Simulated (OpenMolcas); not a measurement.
Mn2+, Tc2+, Re2+: d⁵ down the group

```json
{"Program": "OpenMolcas 26.06", "Method": "SS-RASPT2, IPEA 0.25 Eh, imaginary shift 0.1 Eh", "Basis": "ANO-R2", "Scalar Hamiltonian": "X2C, finite nucleus", "Spin-orbit coupling": "RASSI with atomic mean-field integrals over the reference wave functions, term energies averaged over their components"}
```

Active space for each ion: 11 electrons in 8 orbitals (RAS1 p, at most 2 holes; RAS2 d); closed shells correlated by CASPT2: Mn2+ 3s; Tc2+ 4s; Re2+ 5s.

Computed levels in cm-1 above ⁶S_5/2:

| Level | Mn2+ | Tc2+ | Re2+ |
| --- | --- | --- | --- |
| ⁴G_7/2 | 27840 | 20890 | 19020 |
| ⁴G_11/2 | 27850 | 20940 | 19850 |
| ⁴G_9/2 | 27850 | 20980 | 20360 |
| ⁴P_1/2 | 30660 | 23820 | 21490 |
| ⁴D_7/2 | 33710 | 24850 | 23550 |
| ⁴D_1/2 | 33750 | 25400 | 26270 |
| ²I_11/2 | 40570 | 30590 | 28690 |
| ²I_13/2 | 40610 | 30920 | 31020 |
| ²F_7/2(1) | 44730 | 35190 | 38470 |
| weight of ⁶S in the lowest level (%) | 100 | 99 | 90 |

Mixed levels, with the weight of the term that names them: Re2+ ⁴G_7/2 (71 %), Re2+ ⁴P_1/2 (60 %), Re2+ ⁴D_7/2 (74 %), Re2+ ⁴D_1/2 (64 %), Re2+ ²F_7/2(1) (53 %).

Measured, with the error of the calculation in %. Measured levels: Mn2+ from Corliss and Sugar, J. Phys. Chem. Ref. Data 6, 1253 (1977); Re2+ from the list in Brasseur, Gamrath and Quinet, At. Data Nucl. Data Tables 157, 101636 (2024).

```
    Level          Mn2+           Re2+
   ⁴G_7/2  26860 (+3.7)  16890 (+12.6)
  ⁴G_11/2  26824 (+3.8)  18020 (+10.1)
   ⁴G_9/2                18346 (+11.0)
   ⁴D_7/2  32307 (+4.4)  20453 (+15.1)
   ⁴D_1/2  32369 (+4.3)               
  ²I_11/2  39174 (+3.6)   26170 (+9.6)
  ²I_13/2  39176 (+3.7)   28588 (+8.5)
²F_7/2(1)  42606 (+5.0)
```

Without spin-orbit coupling ⁴G lies 27840, 20920, 19580 cm-1 above ⁶S in that order; the difference to the level ⁴G_7/2, of either sign, comes from spin-orbit coupling, which also lowers the zero.

CASPT2 does not keep the components of a term degenerate, so their means are used; among the terms shown or strongly mixed into the levels shown the widest spread is 380 cm-1 (5d⁵ ²G(1), Re2+). Active for correlation alone: 3p; no level in the range computed is led by a configuration that opens it, so any true level of that kind is missing (holds for Mn2+). Active for correlation alone: 4p; no level in the range computed is led by a configuration that opens it, so any true level of that kind is missing (holds for Tc2+). Active for correlation alone: 5p; no level in the range computed is led by a configuration that opens it, so any true level of that kind is missing (holds for Re2+). Some terms miss by over 15 % even with CASPT2, which points to a basis or an active space too small for the shells correlated (holds for Re2+). Measured partners are found by configuration, term and J. A level has none where our copy of the source lacks it or the pairing is in doubt (some pairs that miss far off the trend of their configuration count as doubtful), and it then counts in no deviation. Levels of configurations outside the active space are missing.

A number in round brackets counts repeated terms of one configuration in the order of the reference energies.
